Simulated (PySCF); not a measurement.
CH₅F₃Si₂, SMILES FC([SiH3])([SiH2]F)F.

Coordinates come from a TPSSh-D3(BJ)/def2-SVP optimisation. The structure was generated by enumeration, and PubChem lists no compound with its InChIKey, so it may never have been made. Other conformers were not sampled.

Method: PySCF with PBE/def2-TZVP.

Gas-phase values at a fixed geometry.

Task: Estimate the frontier levels, gap, dipole moment and polarisability. (An estimate is asked for; the answer gives what the named calculation found.)

Result: 
* **highest occupied level**: -6.80 eV
* **lowest empty level**: -1.73 eV
* **orbital gap**: 5.06 eV
* **dipole moment**: 2.56 D
* **quadrupole, principal values (traceless, Buckingham form, about the centre of nuclear charge)**: -1.36, -0.58, 1.94 D·Å
* **mean static polarisability**: 67.4 bohr³ (9.99 Å³)
* **polarisability, principal values**: 62.1, 62.8, 77.3 bohr³
